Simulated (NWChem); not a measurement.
Total energies of CCl2

```xyz
3

Cl     1.4022     0.0000     0.1491
C      0.0000     0.0000    -0.8450
Cl    -1.4022     0.0000     0.1491
```
Charge 0, spin multiplicity 1.

Program: NWChem. Structure: optimised with PBE0/def2-SVP, a minimum by its harmonic frequencies.

Basis set: cc-pVDZ (50 functions).

```json
[
 {"method": "RHF", "total energy (Ha)": "-956.76357", "relative cost": "1"},
 {"method": "MP2", "total energy (Ha)": "-957.15049", "relative cost": "under 3"},
 {"method": "B2PLYP", "total energy (Ha)": "-958.07316", "relative cost": "4"},
 {"method": "PBE", "total energy (Ha)": "-957.98826", "relative cost": "under 3"},
 {"method": "B3LYP", "total energy (Ha)": "-958.43321", "relative cost": "under 3"},
 {"method": "LDA (SVWN5)", "total energy (Ha)": "-955.08854", "relative cost": "under 3"},
 {"method": "CCSD(T)", "total energy (Ha)": "-957.19812", "relative cost": "20"}
]
```

Total energies of different functionals aren't comparable as a measure of quality: only differences taken within one method are. The cost column gives rough processor time relative to RHF; each entry includes its own SCF.

The correlated methods keep 11 core orbitals frozen. B3LYP has NWChem's definition, with VWN1-RPA local correlation. The structure started from a generated list of species. Coupled-cluster values serve here as a point of comparison, not as the truth.
